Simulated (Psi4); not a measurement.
Psi4 input (wB97X-D/6-311+G**):

```
memory 1500 MB

molecule {
-1 2
Li   -0.00000000   -0.00000000   -1.81701305
Cl    0.00000000    0.00000000    0.32064936
symmetry c1
no_reorient
no_com
}

set {
  basis 6-311+G**
  reference uks
  scf_type pk
  dft_radial_points 99
  dft_spherical_points 590
  e_convergence 1e-8
  d_convergence 1e-7
  maxiter 150
}

e = energy('wb97x-d')
print_out(f'\nFINAL {e:.10f} DIPOLE {variable("CURRENT DIPOLE")[0]:.6f} {variable("CURRENT DIPOLE")[1]:.6f} {variable("CURRENT DIPOLE")[2]:.6f}\n')
```

From the last part of the output:

```
      10A     -0.201389

    Beta Virtual:

      11A      0.122208    12A      0.149873    13A      0.149873
      14A      0.190389    15A      0.215813    16A      0.259733
      17A      0.259733    18A      0.267586    19A      0.324764
      20A      0.324764    21A      0.334139    22A      0.370075
      23A      0.370075    24A      0.386226    25A      0.427826
      26A      0.506604    27A      0.698518    28A      0.715001
      29A      0.715002    30A      0.726145    31A      0.726145
      32A      0.732331    33A      0.732331    34A      0.760338
      35A      0.791732    36A      0.791732    37A      0.996072
      38A      1.181931    39A      1.181935    40A      1.225465
      41A      1.292860    42A      1.292860    43A      1.519939
      44A      2.570529    45A      2.570529    46A      2.653651
      47A      3.885959    48A      9.980877    49A     26.162660
      50A     26.162660    51A     26.413469    52A    216.047980

    Final Occupation by Irrep:
              A
    DOCC [    10 ]
    SOCC [     1 ]
    NA   [    11 ]
    NB   [    10 ]

  @UKS Final Energy:  -467.83521515561506

   => Energetics <=

    Nuclear Repulsion Energy =             12.6250233048585070
    One-Electron Energy =                -675.0245475101116881
    Two-Electron Energy =                 216.5398500215382569
    DFT Exchange-Correlation Energy =     -21.9752055924719620
    Empirical Dispersion Energy =          -0.0003353794281325
    VV10 Nonlocal Energy =                  0.0000000000000000
    Total Energy =                       -467.8352151556150602

  UHF NO Occupations:
  HONO-2 :    9  A 1.9998985
  HONO-1 :   10  A 1.9998985
  HONO-0 :   11  A 1.0000000
  LUNO+0 :   12  A 0.0001015
  LUNO+1 :   13  A 0.0001015
  LUNO+2 :   14  A 0.0000234
  LUNO+3 :   15  A 0.0000013

Computation Completed

Properties will be evaluated at   0.000000,   0.000000,   0.000000 [a0]

Properties computed using the SCF density matrix

 Multipole Moments:

 ------------------------------------------------------------------------------------
     Multipole            Electronic (a.u.)      Nuclear  (a.u.)        Total (a.u.)
 ------------------------------------------------------------------------------------

 L = 1.  Multiply by 2.5417464519 to convert [e a0] to [Debye]
 Dipole X            :          0.0000000            0.0000000            0.0000000
 Dipole Y            :         -0.0000000            0.0000000           -0.0000000
 Dipole Z            :          3.4658430           -0.0000001            3.4658430
 Magnitude           :                                                    3.4658430

 ------------------------------------------------------------------------------------

FINAL -467.8352151556 DIPOLE 0.000000 -0.000000 3.465843

*** Psi4 exiting successfully. Buy a developer a beer!
```

The dipole moment of an ion depends on the origin.
